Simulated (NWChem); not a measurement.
## Correlation energy of BO

```xyz
2

B      0.0000     0.0000     0.7405
O      0.0000     0.0000    -0.4628
```
Charge 0, spin multiplicity 2.

The numbers come from NWChem runs, not from measurements. All single points use one geometry, from UB3LYP/def2-SVP, a minimum by its harmonic frequencies.

Basis set: 3-21G. Each correlation energy counts from its own Hartree-Fock reference.

The correlated methods keep 2 core orbitals frozen. The structure started from a generated list of species. The unpaired electrons of the parent sit in orbitals of symmetry a1 (C2v labels of the run); other states weren't searched. The stability of the SCF solutions was not checked. Open-shell Hartree-Fock references start from PBE0 orbitals. Coupled-cluster values serve here as a point of comparison, not as the truth.

Order these methods by the correlation energy they give, lowest first: SCS-UMP2, CCSD(T) on UHF, CCSD[T] on UHF, CCSD on UHF, CCSD(T) on ROHF.

CCSD(T) on ROHF (-186.3 mHa), CCSD[T] on UHF (-182.5 mHa), CCSD(T) on UHF (-180.2 mHa), CCSD on UHF (-172.8 mHa), SCS-UMP2 (-162.3 mHa)
